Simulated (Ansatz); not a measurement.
A search over several starts for the lowest SCF solution of NiAs2H8⁺, that is trans-NiH2(AsH3)2 with one electron fewer at the given spin, in a small basis.

```yaml
crystal:
  periodic: [false, false, false]
  atoms:
    - {symbol: Ni, position_ang: [0.020947, 0.000273, -0.025887]}
    - {symbol: H, position_ang: [1.443063, -0.139482, 0.468646]}
    - {symbol: As, position_ang: [0.025887, 2.195275, 0.022902]}
    - {symbol: H, position_ang: [-0.994598, 2.871684, 0.912531]}
    - {symbol: H, position_ang: [-0.332576, 2.932740, -1.249024]}
    - {symbol: H, position_ang: [1.204129, 3.071646, 0.408684]}
    - {symbol: H, position_ang: [-1.406560, 0.141021, -0.506369]}
    - {symbol: As, position_ang: [-0.016649, -2.195000, -0.041325]}
    - {symbol: H, position_ang: [-1.142933, -3.051705, -0.590566]}
    - {symbol: H, position_ang: [0.083052, -2.878823, 1.305327]}
    - {symbol: H, position_ang: [1.116249, -2.947629, -0.704918]}
basis:
  gaussian: {orbitals: def2-SVP}
total_charge: 1
magnetization: {spin_polarized: true, initial_magnetization: 1}
hamiltonian: {xc: pbe0, dispersion: d4}
output: {orbitals: {seedname: orbitals}}
```

```sh
$ ansatz run in.yaml --threads 4 --pin off --events-out ev --progress --plain --max-ram 3916MiB
```

Shortened log:

```
Functional definition: PBE0
1376 factors; integrals over basis functions are off by at most 1.2e-3 eV
mean field evaluation 1: about -162772.1109 eV, gradient 9.8e1 eV
mean field evaluation 2: about -162007.8635 eV, gradient 2.8e2 eV
mean field evaluation 4: about -162796.3505 eV, gradient 5.5e1 eV
mean field evaluation 8: about -162804.7524 eV, gradient 1.8e0 eV
mean field evaluation 16: about -162804.9098 eV, gradient 2.3e-1 eV
mean field evaluation 32: about -162806.1916 eV, gradient 2.1e-5 eV
mean field -162806.19164630 eV, -5983.0171890014 hartree, gradient 4.7e-6 eV, S^2 0.761365; 6 other end points of the search recorded, 0 dependent functions left out
reference -162806.19168218 eV, -5983.0171903200 hartree; 51, 50 occupied and 84, 85 virtual orbitals, 1376 factors
Total energy: -162806.38890382 eV, -5983.0244380813 hartree
```

It took 19 s on 4 threads of Arm Neoverse V1 on a shared host, peak host memory 0.63 GiB.
